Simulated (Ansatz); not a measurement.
`C=C(F)C[SiH3]` → 3 C• + F• + 7 H• + Si•  (atomization)

Computed with Ansatz on PBE0-D4/def2-TZVP structures; ΔE is electronic, products minus reactants. CBS: MP2 limit from def2 TZ/QZ plus the TZ coupled-cluster correction, frozen cores. This one scheme is used for every species, atoms too. No spin–orbit coupling; open shells (•) take unrestricted orbitals. Spin–orbit coupling would lower the free atoms: a little for C, F, Si. One conformer a species, not always the lowest.

```csv
species,MP2/def2-TZVPP energy (Eh)
`C=C(F)C[SiH3]`,-506.99531
C•,-37.75859
F•,-99.60959
H•,-0.49981
Si•,-288.90688
```

**Question.** Work out ΔE.

**Answer.** ΔE = 7 × (-0.49981) + 3 × (-37.75859) + (-99.60959) + (-288.90688) − (-506.99531) = 1.70440 Eh = +1069.5 kcal/mol. CCSD(T)/CBS gives +1081.4 kcal/mol.

Largest T1 diagnostic among the species: 0.012.

In def2-TZVPP, CCSD(T) changes the Hartree–Fock value by +248.7 kcal/mol (the triples alone add +14.6 kcal/mol) and MP2 by +261.9 kcal/mol; breaking electron pairs costs correlation energy, which Hartree–Fock lacks. From PBE to PBE0 (25 % exact exchange), in def2-TZVPP and without D4, ΔE moves by −15.8 kcal/mol: exact exchange takes away binding that semilocal exchange gives to molecules. The D4 term adds +8.7 kcal/mol with B3LYP and +4.6 kcal/mol with PBE0; it sums over pairs of atoms, weighted by their polarisabilities, and B3LYP, whose exchange is more repulsive, gets the larger term.

B3LYP here is the variant with VWN-RPA as its local correlation; programs differ in this.

For atomizations the MP2-based limit and the directly extrapolated one differ by several kJ/mol either way, and by 10 to 25 for some Ge, Se and Sn compounds, so smaller differences from it don't rank the levels.
